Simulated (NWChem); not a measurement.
Molecule: CF2GaNO; SMILES O=C=[N][Ga]([F])[F]

```xyz
6

Ga     0.0002    -0.6769     0.0000
F      1.4726    -1.5858     0.0000
F     -1.4882    -1.5597     0.0000
N      0.0173     1.1035     0.0000
C      0.0058     2.3036     0.0000
O     -0.0027     3.4685     0.0000
```
Atoms are numbered in this order, from 1.

Program: NWChem. Pople sets run with spherical d functions. Coordinates come from a PBE0/def2-SVP optimisation.

Task: Taking PBE/6-311G** as the yardstick, which of these has the fewest basis functions while keeping “dipole (D)” within 0.1 D of it: PBE/STO-3G; PBE/3-21G; PBE/6-31G*?

Result: PBE/6-31G*.
| level | basis functions | dipole (D) |
|---|---|---|
| PBE/STO-3G | 43 | 1.75 |
| PBE/3-21G | 67 | 0.31 |
| PBE/6-31G* | 102 | 0.09 |
| PBE/6-311G** | 134 | 0.02 |

The yardstick is one finite set, not the basis-set limit.
